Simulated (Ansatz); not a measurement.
The cluster Si₉⁻. Total charge -1; doublet. Geometry PBE-D4/def2-SVP; atoms count from 1.

Cartesian coordinates in Å:
```
Si 0.638 0.369 -0.993
Si 2.264 -1.349 -1.104
Si -0.405 -2.207 1.771
Si 0.374 2.484 -1.998
Si 1.493 -0.997 1.089
Si -0.095 -2.027 -0.689
Si -0.959 -0.135 0.766
Si -2.527 1.566 1.209
Si -0.782 2.295 -0.051
```

The structure comes from a short search, and lower isomers may exist.

Q: Estimate the Mulliken populations from the PBE0/def2-TZVPD orbitals of Ansatz.

A: 
| atom | charge (e) | spin (α − β) |
| --- | --- | --- |
| Si1 | 0.41 | 0.05 |
| Si2 | -0.37 | 0.05 |
| Si3 | -0.37 | 0.05 |
| Si4 | -0.43 | 0.54 |
| Si5 | -0.02 | -0.02 |
| Si6 | -0.12 | 0.02 |
| Si7 | 0.41 | 0.05 |
| Si8 | -0.43 | 0.53 |
| Si9 | -0.06 | -0.28 |
Mulliken values and Mayer orders depend strongly on the basis. With diffuse functions, as here, like atoms can get unlike values, and bond orders can come out too low or too high.

Q: Where does the spin sit?

A: Summed by element: Si 1.00, of 1 unpaired in all. Largest on single atoms: Si4 0.54, Si8 0.53, Si9 -0.28.

Q: And the Mayer bond orders between bonded heavy atoms (over 0.3)?

A: Si1–Si2 0.53 (2.37 Å); Si1–Si4 0.67 (2.36 Å); Si1–Si5 0.44 (2.63 Å); Si1–Si6 0.47 (2.52 Å); Si1–Si7 0.58 (2.43 Å); Si1–Si9 0.41 (2.57 Å); Si2–Si5 0.82 (2.35 Å); Si2–Si6 0.70 (2.49 Å); Si3–Si5 0.82 (2.35 Å); Si3–Si6 0.70 (2.49 Å); Si3–Si7 0.53 (2.37 Å); Si4–Si9 1.20 (2.27 Å); Si5–Si6 0.61 (2.60 Å); Si5–Si7 0.45 (2.62 Å); Si6–Si7 0.46 (2.54 Å); Si7–Si8 0.67 (2.36 Å); Si7–Si9 0.41 (2.57 Å); Si8–Si9 1.20 (2.27 Å).
